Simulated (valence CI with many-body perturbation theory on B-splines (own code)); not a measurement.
**Pd40+: calculated level list**

Computed by configuration interaction combined with many-body perturbation theory (CI+MBPT): four valence electrons over a frozen Dirac-Fock core [He], a basis of 11 s, 11 p, 10 d, 8 f, 5 g, 2 h functions for each j, with the one-electron correlation potential Σ1 (screened to all orders), the two-electron term Σ2, the three-electron term Σ3, Breit, model QED; selected single and double excitations, second order for the rest, scaled by the run's own slope (own B-spline code, finite nucleus).

The last digits are not significant, and no measured levels were compared; by estimate large intervals hold to a few tenths of a per cent, small ones and those within an open d or f shell to about a per cent. Among the levels kept, up to 940 cm⁻¹ of a level comes from second order outside the variational space, and about a tenth of that is noise between levels of different J, which matters for small intervals.

Levels 46 to 90 of 203, with energies above the lowest level, (2s^2 2p1/2^2) J=0. "Leading %" is the weight of the configuration and term that name the level; weights of strongly mixed levels are sums over their largest components and can fall short. In the jj column 3d3/2^4 stands for four electrons in 3d with j = 3/2. Lifetimes count E1, E2, E3, M1 and M2 decay at the calculated energies, and are blank where another channel may lead or the interval is too uncertain; long ones can be off by a factor of two.

```tsv
No.	Configuration	Term	J	E (eV)	Leading %	Leading jj	g	Lifetime
46	2s.2p2.3s	3P	1	3795.4	70	2s 2p1/2 2p3/2 3s (92 %)	1.582	30.2 fs
47	2s2.2p.3p	3P	2	3796.3	50	2s^2 2p3/2 3p3/2 (84 %)	1.305	179 fs
48	2s.2p2.3s	5P	3	3801.0	17	2s 2p1/2^2 3d5/2 (60 %)	1.418	6.39 fs
49	2s.2p2.3s	5P	3	3809.4	31	2s 2p1/2 2p3/2 3s (55 %)	1.441	31.2 fs
50	2s2.2p.3p	1S	0	3812.3	68	2s^2 2p3/2 3p3/2 (93 %)		257 fs
51	2s.2p2.3d	3F	2	3817.5	37	2s 2p1/2^2 3d5/2 (84 %)	0.985	6.00 fs
52	2s.2p2.3s	3P	2	3821.0	41	2s 2p1/2 2p3/2 3s (88 %)	1.280	30.9 fs
53	2s.2p2.3p	5P°	1	3824.8	39	2s 2p1/2 2p3/2 3p1/2 (98 %)	1.904	37.6 fs
54	2s.2p2.3p	5D°	2	3830.8	31	2s 2p1/2 2p3/2 3p1/2 (64 %)	1.255	7.02 fs
55	2s2.2p.3d	1D°	2	3835.5	27	2s^2 2p3/2 3d3/2 (56 %)	1.132	12.9 fs
56	2s2.2p.3d	3F°	3	3838.0	43	2s^2 2p3/2 3d3/2 (78 %)	1.149	4.46 fs
57	2s2.2p.3d	3P°	1	3842.0	62	2s^2 2p3/2 3d3/2 (96 %)	1.145	4.22 fs
58	2s2.2p.3d	3F°	4	3842.1	97	2s^2 2p3/2 3d5/2 (97 %)	1.243	98.6 ps
59	2s2.2p.3d	3P°	0	3842.8	98	2s^2 2p3/2 3d3/2 (98 %)		5.10 fs
60	2s.2p2.3s	3D	1	3850.2	69	2s 2p1/2 2p3/2 3s (97 %)	0.697	29.3 fs
61	2s2.2p.3d	3P°	2	3850.6	50	2s^2 2p3/2 3d5/2 (88 %)	1.289	5.37 fs
62	2s.2p2.3p	3D°	3	3854.1	34	2s 2p1/2 2p3/2 3p1/2 (85 %)	1.285	48.2 fs
63	2s.2p2.3s	1D	2	3855.0	35	2s 2p1/2 2p3/2 3s (96 %)	1.194	54.8 fs
64	2s.2p2.3s	3P	1	3855.9	57	2s 2p1/2 2p3/2 3s (92 %)	1.562	40.7 fs
65	2s.2p2.3s	3P	0	3855.9	91	2s 2p1/2 2p3/2 3s (90 %)		27.4 fs
66	2s2.2p.3d	1F°	3	3862.3	54	2s^2 2p3/2 3d5/2 (78 %)	1.142	2.86 fs
67	2s2.2p.3d	1P°	1	3867.0	66	2s^2 2p3/2 3d5/2 (96 %)	1.035	4.19 fs
68	2s.2p2.3p	3P°	2	3871.1	36	2s 2p1/2 2p3/2 3p1/2 (95 %)	1.567	37.9 fs
69	2s.2p2.3p	5D°	3	3876.3	49	2s 2p1/2 2p3/2 3p3/2 (97 %)	1.515	109 fs
70	2s.2p2.3p	5P°	1	3881.6	32	2s 2p1/2 2p3/2 3p3/2 (96 %)	1.631	20.5 fs
71	2s.2p2.3p	3D°	2	3890.1	47	2s 2p1/2 2p3/2 3p3/2 (94 %)	1.434	21.1 fs
72	2s.2p2.3p	3P°	0	3893.5	40	2s 2p1/2 2p3/2 3p1/2 (50 %)		280 fs
73	2s.2p2.3p	3F°	2	3895.2	47	2s 2p1/2 2p3/2 3p1/2 (95 %)	0.893	31.2 fs
74	2s.2p2.3p	3D°	1	3896.0	64	2s 2p1/2 2p3/2 3p1/2 (91 %)	0.844	34.4 fs
75	2s.2p2.3p	5D°	4	3902.1	52	2s 2p1/2 2p3/2 3p3/2 (95 %)	1.368	6.64 ps
76	2s.2p2.3p	3P°	0	3902.2	95	2s 2p1/2 2p3/2 3p3/2 (53 %)		9.19 fs
77	2s.2p2.3p	3P°	2	3908.6	54	2s 2p1/2 2p3/2 3p3/2 (96 %)	1.409	20.7 fs
78	2s.2p2.3p	1P°	1	3915.9	37	2s 2p1/2 2p3/2 3p3/2 (91 %)	1.248	11.0 fs
79	2s.2p2.3p	3D°	3	3917.7	46	2s 2p1/2 2p3/2 3p3/2 (94 %)	1.313	19.9 fs
80	2s.2p2.3p	3D°	1	3920.3	34	2s 2p1/2 2p3/2 3p1/2 (94 %)	1.089	30.2 fs
81	2s.2p2.3d	5F	2	3923.9	45	2s 2p1/2 2p3/2 3d3/2 (98 %)	1.202	14.8 fs
82	2s.2p2.3d	5D	1	3924.4	56	2s 2p1/2 2p3/2 3d3/2 (98 %)	1.238	21.3 fs
83	2s.2p2.3d	5D	0	3924.5	87	2s 2p1/2 2p3/2 3d3/2 (98 %)		96.6 fs
84	2s.2p2.3d	5F	3	3928.5	61	2s 2p1/2 2p3/2 3d3/2 (81 %)	1.264	12.6 fs
85	2s.2p2.3d	5F	4	3933.6	55	2s 2p1/2 2p3/2 3d5/2 (95 %)	1.375	186 fs
86	2s.2p2.3p	3D°	2	3947.9	36	2s 2p1/2 2p3/2 3p3/2 (91 %)	1.282	33.5 fs
87	2s.2p2.3d	3F	2	3948.4	28	2s 2p1/2 2p3/2 3d5/2 (96 %)	1.270	7.29 fs
88	2s.2p2.3p	3F°	3	3949.4	44	2s 2p1/2 2p3/2 3p3/2 (97 %)	1.152	32.5 fs
89	2s.2p2.3d	3F	4	3949.7	38	2s 2p1/2 2p3/2 3d3/2 (75 %)	1.258	1.08 ps
90	2s.2p2.3d	3F	3	3950.2	43	2s 2p1/2 2p3/2 3d5/2 (54 %)	1.306	5.44 fs
```
